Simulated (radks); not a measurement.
The numbers below are computed, except where a source is named.
B, configuration [He] 2s2 2p1 (the NIST ground configuration).

Code: a radial shooting solver on a logarithmic mesh with Libxc functionals. Model: Dirac Kohn-Sham, PBEsol, spin-unpolarised, spherical densities, finite nucleus; open shells are shared between the two j in proportion to 2j + 1; Fermi nuclear charge, rms radius 2.406 fm.

Energy parts (hartree):
total: -24.46973
kinetic: 24.36862
electron-nucleus: -56.71159
Hartree: 11.52818
exchange-correlation: -3.65494

Orbitals (lengths in bohr, moments of r in powers of bohr; <r^-3> diverges for s and p1/2; r(90%) holds 90 % of the orbital's charge):
[
 {"orbital": "1s1/2", "occ.": "2", "eigenvalue (hartree)": "-6.59822", "r(90%)": "0.594", "<r^-3>": "-", "<1/r>": "4.641", "small-component weight": "2.87e-04"},
 {"orbital": "2s1/2", "occ.": "2", "eigenvalue (hartree)": "-0.34401", "r(90%)": "3.12", "<r^-3>": "-", "<1/r>": "0.7326", "small-component weight": "2.76e-05"},
 {"orbital": "2p1/2", "occ.": "0.333333", "eigenvalue (hartree)": "-0.13073", "r(90%)": "3.96", "<r^-3>": "-", "<1/r>": "0.5944", "small-component weight": "1.94e-05"},
 {"orbital": "2p3/2", "occ.": "0.666667", "eigenvalue (hartree)": "-0.13061", "r(90%)": "3.96", "<r^-3>": "0.7898", "<1/r>": "0.5941", "small-component weight": "1.94e-05"}
]

The highest occupied level is 2p3/2 at -3.554 eV. For comparison, the ionisation energy in NIST's Atomic Spectra Database is 8.298 eV (measured). In exact Kohn-Sham theory the highest level is minus the ionisation energy, but local and semilocal functionals leave it too shallow, through self-interaction and a potential that decays too fast; potentials with the right tail come closer. The density falls to 0.001 e/bohr^3 at r = 3.91 bohr. The electron density at the nucleus is 72.62 e/bohr^3. Summed over all electrons, <r^2> = 16.43 bohr^2, which gives a Langevin (diamagnetic) susceptibility term of -13 x 10^-6 cm^3/mol.

Beside tabulated values, note that spin-unpolarised runs miss the spin-polarisation part of the exchange energy of open shells.
